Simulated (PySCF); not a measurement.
C₂H₆NSi₂ (doublet state).
Z-matrix (Å and degrees, GFN2-xTB geometry), rows numbered from 1:
```
N 
C   1  1.1551
Si  2  1.8287  1  172.93
C   3  1.8896  2  114.67  1  -105.64
Si  4  1.9117  3  114.26  2   -73.61
H   3  1.4560  2  112.62  1   114.94
H   4  1.0911  3  109.07  2   164.25
H   4  1.0909  3  109.27  2    48.42
H   5  1.4633  4  109.07  3  -179.55
H   5  1.4609  4  108.88  3    59.31
H   5  1.4652  4  108.03  3   -60.29
```

The hyperfine couplings belong to this conformer and change with its torsions.

As a line formula: `N#C[SiH]C[SiH3]` [radical].

Theory: PySCF 2.14.0, UKS B3LYP, pcH-1 on C H N Si, non-relativistic, mean-field spin-orbit, GIAO. The structure is a single GFN2-xTB conformer in the gas phase; no vibrational or solvent corrections. Couplings are sensitive to structure, and on GFN2-xTB geometries they can be far from those on DFT ones, by a factor of two or more for some ions and for spin on atoms past the first row. The SCF solution wasn't tested for stability.

Where do the isotropic ENDOR lines of N1, H6, H7/H8 and H9/H10/H11 fall at 344.7 mT, to first order?

For S = 1/2 in fast tumbling each set of equivalent nuclei gives two lines, ν± = |νn ± a/2| to first order, with νn = g_N μN B/h and μN/h = 7.62259 MHz/T.

```csv
nuclei,isotope,g_N,νn (MHz),a_iso (MHz),lower line (MHz),upper line (MHz)
N1,14N,0.4038,1.06,3.73,0.80,2.93
H6,1H,5.5857,14.68,18.65,5.35,24.00
H7/H8,1H,5.5857,14.68,9.21,10.07,19.28
H9/H10/H11,1H,5.5857,14.68,7.47,10.94,18.41
```

Which pairs are centred on the nuclear Larmor frequency, and which on half the coupling?

Centred on νn, since |a| < 2νn: H6, H7/H8 and H9/H10/H11. Centred on |a|/2 and split by 2νn: N1.

At what field would the lower line of N1 fall to zero frequency?

Where νn = |a|/2, that is B = 1.86 MHz/(0.4038 × 7.62259 MHz/T) = 606 mT, as far as first order holds there.

Class means assume fast exchange of nuclei equivalent by connectivity; if that motion is slow, each nucleus keeps its own coupling. The three 1H nuclei of mean +7.5 MHz run from -1.4 to 25.0 MHz in the frozen geometry.

Hardware: Arm Neoverse V1, one thread, no GPU (shared host). Cost: 37 s of wall time (grids of density and orbitals included), 0.67 GiB resident at most.
